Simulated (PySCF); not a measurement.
B(CCH)(Cl)(Me), SMILES C#CB(C)Cl (B3LYP/def2-SVP optimised geometry):

```
9

B      0.005     0.569     0.000
C     -0.695    -0.785     0.023
C     -1.275    -1.857     0.039
H     -1.779    -2.807     0.053
Cl     1.779     0.569     0.000
C     -0.788     1.919     0.000
H     -0.157     2.807    -0.146
H     -1.311     2.019     0.970
H     -1.586     1.905    -0.763
```

Calculation: B3LYP/def2-TZVP run with PySCF.

### Question
What are the frontier orbital energies and the dipole moment?

### Answer
HOMO-2 -8.47 eV, HOMO-1 -8.36 eV, HOMO -8.05 eV, LUMO -2.12 eV, LUMO+1 0.11 eV; dipole moment 1.62 D.

On the same geometry PBE/def2-TZVP (PySCF) gives HOMO-2 -7.42 eV, HOMO-1 -7.32 eV, HOMO -7.05 eV, LUMO -2.84 eV, LUMO+1 -0.67 eV; dipole moment 1.55 D.

Meta-Löwdin charges at B3LYP/def2-TZVP: B1 0.19, C2 -0.11, C3 -0.14, H4 0.18, Cl5 -0.08, C6 -0.44, H7 0.13, H8 0.14, H9 0.14.
